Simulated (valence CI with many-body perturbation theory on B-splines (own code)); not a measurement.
Results of a calculation; reference values are marked as such.
# Ta67+: what the settings do

Level of theory: relativistic CI+MBPT: four valence electrons over a frozen Dirac-Fock core [He], radial functions for each j: 6 s, 6 p, 5 d, 3 f, 1 g, with the one-electron correlation potential Σ1 (screened to all orders), the two-electron term Σ2, the three-electron term Σ3, Breit, model QED; selected single and double excitations, second order for the rest, scaled by the run's own slope (own B-spline code, finite nucleus).

No measured spectrum was set against this ion. As an estimate, large intervals hold to a few tenths of a per cent, small ones and those within an open d or f shell to about a per cent.

The reference run has the lowest level (2s^2 2p1/2^2) J=0 and an ionisation energy of 17845.3 eV. Its largest variational space holds 8901 state functions.

Levels are named by their leading jj configuration (3d3/2^4 stands for four electrons in 3d with j = 3/2), which in mixed levels can hold well under half, so a name can repeat and another be missing. Letters in brackets count levels of one name in rising energy.

Changed runs:
A. selection threshold (hartree) 2e-08 → 1e-06
B. scale of Σ1 1 → 0
C. factor on the speed of light 1 → 100; QED terms on → off; core polarisation of operators on → off
D. start configuration 2s2 2p2 → 2s4 (bad on purpose)

Excitation energies of the reference run in cm⁻¹, and shifts in cm⁻¹:

```tsv
Level	Reference	A	B	C
(2s^2 2p1/2 2p3/2) J=1	10687000	-0.5	-1743	-10686673
(2s^2 2p1/2 2p3/2) J=2	10833900	-0.2	-1744	
(2s 2p1/2^2 2p3/2) J=2	13069900	-0.1	+1038	
(2s 2p1/2^2 2p3/2) J=1	13768600	0	+1037	-11919603
(2s^2 2p3/2^2) J=2	21708800	-0.3	-3455	
(2s^2 2p3/2^2) J=0	22206900	0	-3465	-21534640
(2s 2p1/2 2p3/2^2) J=2 [a]	23528800	-0.3	-698	-21679851
(2s 2p1/2 2p3/2^2) J=3	23885900	-0.8	-696	-22036899
(2s 2p1/2 2p3/2^2) J=0	24381100	0	-713	-22206745
(2s 2p1/2 2p3/2^2) J=1 [a]	24561800	-0.4	-699	-22387427
(2s 2p1/2 2p3/2^2) J=2 [b]	24636700	-0.3	-700	
(2s 2p1/2 2p3/2^2) J=1 [b]	24671400	-0.5	-707	-21938197
Ionisation energy (eV)	17845.3	0	-0.5	-1530.7
```

A blank means that the level has no clear partner in that run.

Run D: It gave no result: a shell was given more electrons than it holds. The program said: "a valence shell holds more than 4l+2 electrons".
